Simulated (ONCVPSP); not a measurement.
**Configuration tests for Pt (Z = 78) (ONCV)**

Pt (Z = 78), optimised norm-conserving Vanderbilt (ONCV), made with ONCVPSP 4.0.1 (PBE, fully relativistic). Core [Kr] 4d10 4f14, reference 5s2 5p6 5d9 6s1. Waves: 5s+6s: rc 1.35 bohr, ncon 3, nbas 7, qcut 8.1 1/bohr, 2 projectors; 5p: rc 1.90 bohr, ncon 4, nbas 9, qcut 8.6 1/bohr, 2 projectors, debl 1.1 Ha; 5d: rc 1.60 bohr, ncon 4, nbas 9, qcut 6.1 1/bohr, 3 projectors, debl 3.1 Ha. Local part: polynomial inside 0.90 bohr (lpopt 5, dvloc0 0 Ha). Core correction: Teter function, fcfact 4.75, rcfact 1.

Open shells are filled in proportion to 2j + 1.

In the p channel the program set the typed energies aside and used -1.910, 0.250 Ha (j = l + 1/2; the other j can differ).

Energies are relative to the spin-unpolarised reference configuration 5s2 5p6 5d9 6s1; without spin polarisation the order of configurations can differ from experiment.

(1) Give the all-electron excitation energy and the error of the potential for: 5s2 5p6 5d9 6s0; 5s2 5p6 5d8 6s0; 5s2 5p6 5d7 6s0; 5s2 5p6 5d8 6s1.

Levels in the configuration 5s2 5p6 5d9 6s0:

```json
{"level": "5s j=1/2", "all-electron (eV)": "-109.799", "pseudo (eV)": "-109.819"}
{"level": "5p j=3/2", "all-electron (eV)": "-60.254", "pseudo (eV)": "-60.258"}
{"level": "5p j=1/2", "all-electron (eV)": "-75.144", "pseudo (eV)": "-75.156"}
{"level": "5d j=5/2", "all-electron (eV)": "-13.781", "pseudo (eV)": "-13.779"}
{"level": "5d j=3/2", "all-electron (eV)": "-15.151", "pseudo (eV)": "-15.150"}
```

Note: ghosts flagged at negative energy: s at -41.9 eV; GHOST(+) flagged for p3/2 at 165.5 eV. A true bound ghost makes a file unfit for plane-wave use.

Results:

(1)

```json
{"valence configuration": "5s2 5p6 5d9 6s0", "charge": "+1", "ΔE all-electron (eV)": "9.211", "error AE − PS (meV)": "+0.1"}
{"valence configuration": "5s2 5p6 5d8 6s0", "charge": "+2", "ΔE all-electron (eV)": "29.192", "error AE − PS (meV)": "+2.0"}
{"valence configuration": "5s2 5p6 5d7 6s0", "charge": "+3", "ΔE all-electron (eV)": "61.406", "error AE − PS (meV)": "+3.5"}
{"valence configuration": "5s2 5p6 5d8 6s1", "charge": "+1", "ΔE all-electron (eV)": "11.193", "error AE − PS (meV)": "-0.3"}
```
